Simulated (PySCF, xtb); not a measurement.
C₄H₁₀OSi, SMILES C[C@@]1([SiH3])CCO1.

xtb with GFN2-xTB at its own geometry gives an orbital gap of 4.98 eV and a dipole moment of 1.65 D.

Geometry optimised at B3LYP-D3(BJ)/def2-SVP. The structure was generated by enumeration; whether it is a known compound was not checked.

Problem. What does PBE/def2-TZVP (PySCF) give? (Estimate from the structure and the level; the computed values follow.)

Solution. gap 5.27 eV (levels -5.44 and -0.18 eV), dipole 1.77 D.
